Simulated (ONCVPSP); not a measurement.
Which change was made? (P, ONCV)

phosphorus, optimised norm-conserving Vanderbilt (ONCV), made with ONCVPSP 4.0.1 (LDA (Perdew-Wang 92), scalar-relativistic). Core [He], reference 2s2 2p6 3s1.75 3p3.25. Waves: 2s+3s: rc 0.70 bohr, ncon 3, nbas 8, qcut 19.8 1/bohr, 2 projectors; 2p+3p: rc 1.00 bohr, ncon 4, nbas 7, qcut 14.8 1/bohr, 2 projectors; d scattering state at 0.38 Ha: rc 0.95 bohr, ncon 3, nbas 6, qcut 11 1/bohr, 2 projectors, debl 1.9 Ha. Local part: polynomial inside 0.45 bohr (lpopt 4, dvloc0 6 Ha). Core correction: none.

Cutoffs, loose and tight: the cutoffs (Ha) at which the residual kinetic energy of the hardest occupied pseudo-wave falls to 1 and 0.1 mHa per electron. They do not see the model core or the augmentation charge, which bear on the density cutoff. Test errors are all-electron minus pseudo excitation energies from the reference, over the configurations 2s2 2p6 3s2 3p3; 2s2 2p6 3s2 3p2; 2s2 2p6 3s2 3p1; 2s2 2p5 3s2 3p3; variants that change the core or the reference have their own tests.

The base gives: outcome: generated; cutoff, loose: 119 Ha; cutoff, tight: 144 Ha; bound ghosts: none; GHOST(+) flags above zero: none; largest test error (meV): +950.

Question: After one change the result is: outcome: generated; cutoff, loose: 157 Ha; cutoff, tight: 191 Ha; bound ghosts: none; GHOST(+) flags above zero: none; largest test error (meV): +721. Which change was it?
A. s: qcut 24; p: qcut 17.9; d: qcut 13.3
B. s: qcut 14.6; p: qcut 10.9; d: qcut 8.1
C. s: qcut 17.3; p: qcut 12.9; d: qcut 9.6

Answer: A. The others give: s: qcut 17.3; p: qcut 12.9; d: qcut 9.6 → outcome: generated; cutoff, loose: 99 Ha; cutoff, tight: 119 Ha; bound ghosts: none; GHOST(+) flags above zero: none; largest test error (meV): +1143 | s: qcut 14.6; p: qcut 10.9; d: qcut 8.1 → outcome: generated; cutoff, loose: 126 Ha; cutoff, tight: 171 Ha; bound ghosts: none; GHOST(+) flags above zero: none; largest test error (meV): +1431.
